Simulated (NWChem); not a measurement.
System: hydrogen iodide (HI); SMILES I

```xyz
2

I      0.0000     0.0000     0.0520
H      0.0000     0.0000    -1.5652
```
Atoms are numbered in this order, from 1.

All runs: NWChem. Geometry: optimised at PBE0/def2-SVP. def2 effective core potentials on I; no spin-orbit coupling. Static field.

Taking PBE/def2-TZVPD as the yardstick, which of these has the fewest basis functions while keeping “isotropic polarisability (bohr³)” within 2 % of it: PBE/def2-TZVP; PBE/def2-SVPD; PBE/def2-SVP?

PBE/def2-SVPD (a larger set in the list lies outside the tolerance).
```json
[
 {"level": "PBE/def2-SVP", "basis functions": "31", "isotropic polarisability (bohr³)": "20.8", "relative time (rough)": "1"},
 {"level": "PBE/def2-SVPD", "basis functions": "43", "isotropic polarisability (bohr³)": "37.3", "relative time (rough)": "1"},
 {"level": "PBE/def2-TZVP", "basis functions": "56", "isotropic polarisability (bohr³)": "28.1", "relative time (rough)": "3"},
 {"level": "PBE/def2-TZVPD", "basis functions": "68", "isotropic polarisability (bohr³)": "37.6", "relative time (rough)": "4"}
]
```

The yardstick is one finite set, not the basis-set limit.
